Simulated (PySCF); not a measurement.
Partial charges of `C=C(C)[P-]/C=C/C`

Compound: C₆H₁₀P (charge -1).
Geometry (GFN2-xTB, Å), atoms numbered from 1 in this order:
```xyz
17
C6H10P angstrom
C     -1.9073   -0.3252    0.9348
C     -1.6293   -0.4200   -0.3754
C     -2.7001   -0.9739   -1.2881
P     -0.1594    0.0474   -1.2873
C      0.9453    0.6250   -0.0277
C      2.1659    1.1339   -0.2570
C      3.1005    1.5884    0.8233
H     -1.2285    0.0768    1.6671
H     -2.8615   -0.6634    1.3222
H     -3.4549   -0.2109   -1.4936
H     -3.1999   -1.8325   -0.8348
H     -2.2621   -1.2784   -2.2373
H      0.6113    0.5366    1.0002
H      2.5313    1.2338   -1.2712
H      2.6467    1.4497    1.8042
H      4.0407    1.0262    0.8003
H      3.3543    2.6481    0.7105
```

Density: PBE0/pcSseg-1 (PySCF); schemes: Mulliken, IAO, Hirshfeld and ESP-fitted. Geometry: GFN2-xTB, one conformer, isolated ion. GFN2-xTB frequencies show an imaginary mode (39i cm⁻¹), so this geometry is no minimum at that level. The pcSseg-1 basis has no diffuse functions, a weakness for an anion. The HOMO energy is positive at this level (+0.62 eV), so the outermost electrons may be held by the finite basis alone.

Task: Tabulate the Mulliken, IAO, Hirshfeld and ESP-fitted charges.

Result: In e:

```csv
atom,environment,Mulliken,IAO,Hirshfeld,ESP-fitted
C1,terminal =CH2 carbon,-0.231,-0.473,-0.228,-0.901
C2,fully substituted alkene carbon,-0.523,-0.159,-0.079,+0.548
C3,allylic carbon,-0.183,-0.409,-0.141,-0.596
P4,phosphorus bonded to 2 C,+0.036,-0.126,-0.272,-0.780
C5,alkene CH carbon,-0.340,-0.334,-0.140,-0.103
C6,alkene CH carbon,-0.272,-0.241,-0.122,-0.120
C7,allylic carbon,-0.220,-0.409,-0.139,-0.495
H8,vinylic hydrogen,+0.060,+0.108,-0.001,+0.206
H9,vinylic hydrogen,+0.034,+0.094,-0.011,+0.192
H10,methyl hydrogen,+0.097,+0.128,+0.021,+0.142
H11,methyl hydrogen,+0.081,+0.118,+0.019,+0.121
H12,methyl hydrogen,+0.088,+0.132,+0.015,+0.162
H13,vinylic hydrogen,+0.082,+0.113,+0.019,+0.154
H14,vinylic hydrogen,+0.045,+0.109,+0.006,+0.144
H15,methyl hydrogen,+0.082,+0.126,+0.026,+0.124
H16,methyl hydrogen,+0.081,+0.113,+0.014,+0.102
H17,methyl hydrogen,+0.081,+0.113,+0.014,+0.100
```

Mean size of the charges over all atoms: ESP-fitted 0.293 e, IAO 0.194 e, Mulliken 0.149 e, Hirshfeld 0.075 e. Each set sums to the total charge, -1, to within 0.001 e. The Hirshfeld scheme divides the density at each point in proportion to the densities of the neutral, spherically averaged free atoms. The IAO scheme projects the occupied orbitals on a minimal set of polarised atomic orbitals and counts the electrons in each atom's part of it.

Lowest charge. The schemes don't all agree: Mulliken C2 (-0.523); IAO C1 (-0.473); Hirshfeld P4 (-0.272); ESP-fitted C1 (-0.901).

Highest charge. The schemes don't all agree: Mulliken H10 (+0.097); IAO H12 (+0.132); Hirshfeld H15 (+0.026); ESP-fitted C2 (+0.548).

Task: Sum the charges by element, for elements with more than one atom.

Result: 
| element | atoms | Mulliken | IAO | Hirshfeld | ESP-fitted |
| --- | --- | --- | --- | --- | --- |
| C | 6 | -1.768 | -2.026 | -0.850 | -1.666 |
| H | 10 | +0.732 | +1.153 | +0.122 | +1.446 |

Task: How many electrons does the Mulliken scheme count on C5?

Result: Z − q = 6 − (-0.340) = 6.340.

Task: How closely do the schemes follow one another over all atoms?

Result: Correlation coefficient and root-mean-square difference: IAO with Hirshfeld 0.85, 0.152 e; Hirshfeld with ESP-fitted 0.84, 0.310 e; Mulliken with IAO 0.79, 0.138 e; IAO with ESP-fitted 0.72, 0.271 e; Mulliken with Hirshfeld 0.58, 0.154 e; Mulliken with ESP-fitted 0.18, 0.396 e.
